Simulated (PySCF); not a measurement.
This PySCF input asks for the NMR shieldings of C5H6O3; the geometry comes from GFN2-xTB.

```python
import basis_set_exchange as bse
import numpy as np
from pyscf import gto, dft
from pyscf.prop import nmr

atoms = """
C     2.545838   -0.137573    0.440516
C     1.122696    0.207263    0.233389
O     0.668457    1.426810    0.144754
O     0.188156   -0.682343    0.104697
C    -1.000511   -0.041477   -0.090287
C    -2.259468   -0.807647   -0.267293
C    -0.782980    1.340068   -0.077061
O    -1.451523    2.332106   -0.196663
H     2.628047   -1.195954    0.669433
H     2.957881    0.454600    1.255549
H     3.124429    0.083158   -0.457417
H    -2.576351   -1.275487    0.665906
H    -2.134675   -1.588651   -1.016205
H    -3.030674   -0.115345   -0.591410
"""
names = dict.fromkeys(["C", "O", "H"], "pcSseg-1")
basis = {el: gto.basis.parse(bse.get_basis(n, elements=[el], fmt="nwchem")) for el, n in names.items()}
mol = gto.M(atom=atoms, basis=basis, charge=0, verbose=0)
mf = dft.RKS(mol, xc="PBE0")
mf.grids.level = 2
mf.grids.alignment = dft.numint.BLKSIZE   # the property module wants whole blocks of grid points
mf.conv_tol = 1e-9
mf.kernel()

calc = nmr.RKS(mf)   # GIAO
C = mf.mo_coeff
Co = C[:, mf.mo_occ > 0]
resp = mf.gen_response(singlet=True, hermi=2)
def vind(x):   # induced exchange potential for any number of trial vectors
    d = np.einsum("pi,xij,qj->xpq", C, 2 * x.reshape(-1, C.shape[1], Co.shape[1]), Co, optimize=True)
    return np.einsum("xpq,pi,qj->xij", resp(d - d.transpose(0, 2, 1)), C, Co, optimize=True).ravel()
mo1, _ = nmr.rhf.solve_mo1(calc, with_cphf=vind)
sigma = calc.kernel(mo1)
for i, s in enumerate(sigma):   # ppm
    print("%2d %-2s %9.2f" % (i, mol.atom_pure_symbol(i), np.trace(s) / 3))
```

Q: Give the expected output.

A: 
```
 0 C     169.91
 1 C      24.36
 2 O     -50.56
 3 O     -10.51
 4 C      74.47
 5 C     175.64
 6 C      26.32
 7 O      66.70
 8 H      29.27
 9 H      29.03
10 H      29.03
11 H      29.37
12 H      29.46
13 H      29.17
```

These numbers come from an equivalent density-fitted implementation of the same equations, which agrees with the script to about 0.01 ppm for H and up to a few tenths of a ppm for heavy atoms, so last digits may differ.

Size and cost of the density-fitted run: 166 basis functions, 34 s wall time on 1 thread of an Arm Neoverse N1, shared host.
